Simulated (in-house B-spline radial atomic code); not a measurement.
A fraction x of an electron is removed from 3s in Ar, starting from [Ne] 3s2 3p6 and keeping the highest spin. Computed with a B-spline radial code for spherical atoms: scalar-relativistic (X2C) r2SCAN, spin-polarised, spherical fractional occupations, Fermi nucleus of rms radius 3.4274 fm.

```json
{"x": "0", "E(x) - E(0) (eV)": "0.0000", "3s down level (eV)": "-25.391"}
{"x": "0.12", "E(x) - E(0) (eV)": "3.1301", "3s down level (eV)": "-26.780"}
{"x": "0.23", "E(x) - E(0) (eV)": "6.1466", "3s down level (eV)": "-28.070"}
{"x": "0.3", "E(x) - E(0) (eV)": "?", "3s down level (eV)": "?"}
{"x": "0.4", "E(x) - E(0) (eV)": "11.0900", "3s down level (eV)": "-30.093"}
{"x": "0.5", "E(x) - E(0) (eV)": "14.1595", "3s down level (eV)": "-31.298"}
{"x": "0.61", "E(x) - E(0) (eV)": "?", "3s down level (eV)": "?"}
{"x": "0.73", "E(x) - E(0) (eV)": "21.6799", "3s down level (eV)": "-34.103"}
{"x": "0.84", "E(x) - E(0) (eV)": "25.5057", "3s down level (eV)": "-35.458"}
{"x": "0.9", "E(x) - E(0) (eV)": "27.6554", "3s down level (eV)": "-36.200"}
{"x": "1", "E(x) - E(0) (eV)": "31.3373", "3s down level (eV)": "-"}
```

(1) What belongs in the row x = 0.3?

(2) What belongs in the row x = 0.61?

(3) Check Janak's theorem between x = 0.12 and 0.23.

## Answers

(1) An energy change of 8.1405 eV; 3s down at -28.899 eV.

(2) An energy change of 17.6757 eV; 3s down at -32.634 eV.

(3) The slope of the energy is 27.42 eV; the orbital levels give 27.43 eV (-ε of the emptying orbital, averaged over the two points).
